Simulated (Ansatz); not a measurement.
Ligand exchange: BH3 + CH2BrI → BH2I + CH3Br

Gas-phase species: BH3 (borane) `B`, singlet; CH2BrI (bromoiodomethane) `BrCI`, singlet; BH2I `BI`, singlet; CH3Br (bromomethane) `CBr`, singlet. The partners trade H for I: B–H and C–I bonds give way to B–I and C–H.

Shapes, held fixed at every level: PBE0-D4/def2-TZVP. Programs: Ansatz 0.2.0. The zero-point and thermal change to 298 K, harmonic and unscaled (PBE0-D4/def2-TZVP), is +7.4 kJ/mol.

```tsv
level	kind	ΔH(298 K) (kJ/mol)	less CCSD(T)/def2-TZVPP
HF/def2-SVP	Hartree–Fock	-147.1	-13.4
HF/def2-TZVPP	Hartree–Fock	-137.2	-3.5
SPW92/def2-TZVPP	LDA	-143.1	-9.4
r2SCAN-D4/def2-TZVPP	meta-GGA	-138.9	-5.2
B3LYP-D4/def2-TZVPP	global hybrid	-128.9	+4.8
r2SCAN0-D4/def2-TZVPP	global hybrid	-140.9	-7.2
CCSD/def2-TZVPP	coupled cluster or CI	-134.1	-0.4
CCSD(T)/def2-TZVPP	coupled cluster or CI	-133.7	0.0
```

The highest level, CCSD(T)/def2-TZVPP, gives ΔH(298 K) = -133.7 kJ/mol; the levels span -147.1 to -128.9. The column of differences is taken from that level and isn't an error. No measured value is set beside it here. For atoms past krypton def2 sets carry core potentials with scalar relativity. Relativity is left out for Br. Outer-core shells of Br, I are correlated, in sets that cover them unevenly.
